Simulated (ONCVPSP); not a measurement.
**Potentials for Zr (Z = 40) compared**

Generated with ld1.x 7.5 (TM, RRKJ, ultrasoft, PAW), atompaw 4.2 or ONCVPSP 4.0.1. The cutoff is in Ry: for ld1.x and atompaw files where the sum of valence levels is converged to 10 mRy in a Bessel basis, for ONCV files where the hardest occupied wave has 1 mHa per electron of residual kinetic energy. The error is the largest all-electron minus pseudo excitation energy over each file’s own four to seven test configurations (ionisations up to +4, promotions, holes and added fractions of an electron), all of which were solved. The labels leave out finer settings (local radius, basis sizes, second energies), which also bear on the numbers. Spin-polarised tests are not counted. The rows are a selection from randomly drawn settings: files with unsolved tests, undetermined cutoffs or missed reference levels are left out.

| potential | cutoff (Ry) | largest error (meV) | bound ghosts |
| --- | --- | --- | --- |
| ONCV, LDA (Perdew-Wang 92), scalar-relativistic, rc 2.10/1.90/1.90 (spd), local smoothed, core correction yes, reference 4s2 4p6 4d2 5s1, qcut 5.7/8.1/5, projectors 2/3/2 | 42 | +3.9 | none |
| ONCV, Wu-Cohen, scalar-relativistic, rc 2.60/2.35/2.85 (spd), local smoothed, core correction yes, reference 4d2 5s2, qcut 2.8/3.4/6.5, projectors 2/1/2 | 23 | -460 | none |
| ONCV, PBE, scalar-relativistic, rc 2.30/1.50/2.50 (spd), local smoothed, core correction yes, reference 4s2 4p6 4d2 5s1, qcut 6.4/4.6/5.2, projectors 2/3/1 | 27 | +11 | none |
| ONCV, PBE, scalar-relativistic, rc 2.55/2.70/2.90 (spd), local smoothed, core correction yes, reference 4d2 5s2, qcut 2/2.4/6, projectors 2/2/1 | 42 | -520 | none |

Question: Fill in the row for Zr: ONCV, revPBE, scalar-relativistic, rc 2.35/1.65/2.00 (spd), local smoothed, core correction yes, reference 4s2 4p6 4d2 5s1.5, qcut 6.6/8.8/5.6, projectors 2/3/2.

Answer: cutoff 47 Ry, largest error -7.1 meV, bound ghosts: none.

Question: Fill in the row for Zr: ONCV, PBE, scalar-relativistic, rc 1.70/2.20/2.05 (spd), local smoothed, core correction yes, reference 4s2 4p6 4d2, qcut 7/5.2/4.2, projectors 2/2/1.

Answer: cutoff 85 Ry, largest error +16 meV, bound ghosts: none.

Question: Fill in the row for Zr: ONCV, PBE, scalar-relativistic, rc 3.30/1.90/2.15 (spd), local smoothed, core correction no, reference 4p6 4d2 5s2, qcut 1.6/8.8/6.9, projectors 2/1/3.

Answer: cutoff 38 Ry, largest error -55 meV, bound ghosts: none.
